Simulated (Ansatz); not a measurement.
C3H5AlO, SMILES `C1=[CH][AlH][CH2]O1`, relaxed with RKS PBE-D4/def2-SVP in the Gaussian-basis code of Ansatz from a rough embedded geometry. The force threshold is 0.03 eV/Å; the program also tests the step.

The species carries charge 0 and has multiplicity 1.

Start:

```xyz
10

C    -0.610    1.097    0.514
C    -0.925    0.746   -0.665
Al    0.218   -0.675   -1.203
C     1.105   -0.643    0.562
O     0.388    0.458    1.233
H    -1.164    1.926    1.071
H    -1.701    1.180   -1.251
H    -0.288   -1.977   -1.960
H     0.844   -1.630    1.154
H     2.134   -0.483    0.545
```

Problem. How much energy does the relaxation release, and in how many steps? (An estimate is asked.)

Solution. Computed: 93.12 kJ/mol, in 7 steps.

Problem. Which bonds change most? (Best estimate.)

Solution. Ansatz gave: C1–C2 from 1.269 to 1.371 Å; C4–H10 from 1.041 to 1.112 Å; C4–H9 from 1.180 to 1.114 Å; C1–O5 from 1.386 to 1.350 Å.

Problem. Give the relaxed structure. (An estimate is asked.)

Solution. Ansatz gave: 
```xyz
10

C    -0.561    1.108    0.510
C    -1.053    0.676   -0.695
Al   -0.024   -0.877   -1.118
C     0.988   -0.685    0.598
O     0.432    0.516    1.207
H    -0.918    1.999    1.060
H    -1.864    1.267   -1.143
H     0.073   -1.960   -2.284
H     0.839   -1.512    1.329
H     2.087   -0.533    0.535
```
